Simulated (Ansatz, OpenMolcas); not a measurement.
**C2H5AlBN (SMILES B[C]1=C[NH][AlH]1): the HOMO–LUMO gap, rung by rung**

C2H5AlBN has 10 atoms, charge 0, and is taken as a singlet. As SMILES, `B[C]1=C[NH][AlH]1`. Geometry: relaxed at PBE0-D4/def2-TZVP.

Quantity: the HOMO–LUMO gap, in eV. The values are calculated.

```csv
level,kind,program,value (eV)
HF/6-31G* (spherical functions),Hartree–Fock,OpenMolcas,9.82
SVWN5/6-31G* (spherical functions),LDA,Ansatz,2.75
B3LYP/6-31G* (spherical functions),global hybrid,OpenMolcas,4.19
BHLYP/6-31G* (spherical functions),global hybrid,Ansatz,6.36
PBE0/6-31G* (spherical functions),global hybrid,Ansatz,4.65
CAM-B3LYP/6-31G* (spherical functions),range-separated hybrid,Ansatz,6.80
wB97M-V/6-31G* (spherical functions),range-separated hybrid,Ansatz,8.43
wB97X/6-31G* (spherical functions),range-separated hybrid,Ansatz,8.81
```

The values span 2.75 to 9.82 eV. Orbital gaps aren't excitation energies; they tend to grow with the share of exact exchange.
